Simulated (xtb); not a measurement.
xtb input:

```bash
xtb mol.xyz --gfn 2 --ohess tight --chrg -1 --uhf 0
```
mol.xyz:
```
9

C     -1.79145924    -0.61092904    -0.78297562
C     -0.96584987    -0.40033920     0.32881839
B      0.55275644     0.13972126     0.30223958
O      1.19365082     0.30349694     1.41167851
O      1.00406364     0.53488430    -0.98282431
H     -1.38689855    -0.41539388    -1.75957047
H     -2.80159826    -1.00523152    -0.67848682
H     -1.39642251    -0.71526945     1.28625472
H      1.82735226     0.84198397    -0.85665624
```

Problem. Which total energy does the run end on?

Solution. -15.90934 Eh (GFN2-xTB).

It need not be the lowest isomer of its formula. Whether it binds its extra electron was not tested at this geometry.
